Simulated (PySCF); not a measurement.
hydrogen bromide (BrH), SMILES Br. Atoms are numbered in the order given.

```xyz
2

Br     0.0000     0.0000    -0.0398
H      0.0000     0.0000     1.3930
```
Charge 0, spin multiplicity 1.

Geometry: PBE-D3(BJ)/def2-TZVPD.

Two levels are set side by side: PBE/pcSseg-2 (PySCF) and KT2/pcSseg-2 (PySCF). GIAO shifts against TMS (¹H) at the same level; non-relativistic, no solvent, atoms listed together averaged. Without spin–orbit terms, shifts of atoms bonded to Cl or Br come out too high at both levels. Differences are taken from unrounded values.

| quantity | KT2 |
|---|---|
| δ(¹H) of H2 (ppm) | 0.45 |

Question: What does PBE give, and how far is it from KT2? (An estimate is asked for; the answer gives what the named calculation found.)

Answer: 
```json
[
 {"quantity": "δ(¹H) of H2 (ppm)", "PBE": "0.44", "PBE minus KT2": "0.00"}
]
```

Here PBE gives about what the other level gives.

Rough cost on one machine, each run with all the roots and properties that it gave: KT2 against PBE within a factor of 2.
